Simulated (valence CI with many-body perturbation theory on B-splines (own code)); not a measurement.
## Questions on Os LXIII

Computed by relativistic CI+MBPT: four valence electrons over a frozen Dirac-Fock core [Ne], radial functions for each j: 9 s, 9 p, 8 d, 6 f, 3 g, 1 h, with the one-electron correlation potential Σ1 (screened to all orders), the two-electron term Σ2, the three-electron term Σ3, Breit, model QED; selected single and double excitations, second order for the rest, scaled by the run's own slope (own B-spline code, finite nucleus).

No measured spectrum was set against this ion. As an estimate, large intervals hold to a few tenths of a per cent, small ones and those within an open d or f shell to about a per cent.

Levels are named by their leading jj configuration (3d3/2^4 stands for four electrons in 3d with j = 3/2), which in mixed levels can hold well under half, so a name can repeat and another be missing.

Rates and lifetimes use the calculated energies. Strong lines usually hold to 10 to 20 %, long lifetimes can be off by a factor of two.

**Question.** What is the ground level?

**Answer.** (3s^2 3p1/2^2) J=0, composition 68 % 3s²3p² ³P + 31 % 3s²3p² ¹S.

**Question.** How well does LS coupling describe the low levels?

**Answer.** Among the lowest 20 levels the leading LS term, summed over configurations, holds 58 % on average. For single configurations the figures are 54 % in LS and 92 % in jj coupling. Terms mix most in the J = 2 level at 6558.1 × 10³ cm⁻¹, where the leading one holds 25 %.

**Question.** What are the static dipole polarisabilities of the lowest levels?

**Answer.** (3s^2 3p1/2^2) J=0 0.00196 bohr³, of which the core gives 3.93e-05.

**Question.** Name the longest-lived excited levels whose lifetime is computed, and their main decay.

**Answer.** (3s^2 3p1/2 3p3/2) J=2 at 3274.7 × 10³ cm⁻¹ lives 131 ns, mostly by E2 to (3s^2 3p1/2^2) J=0; (3s^2 3p1/2 3p3/2) J=1 at 3197.4 × 10³ cm⁻¹ lives 2.55 ns, mostly by M1 to (3s^2 3p1/2^2) J=0.

**Question.** What is the ionisation energy?

**Answer.** 7041.1 eV; NIST lists 7039 ± 15 eV (theoretical).

**Question.** Where does the other parity begin?

**Answer.** At (3s 3p1/2^2 3p3/2) J=2, 4619.1 × 10³ cm⁻¹.
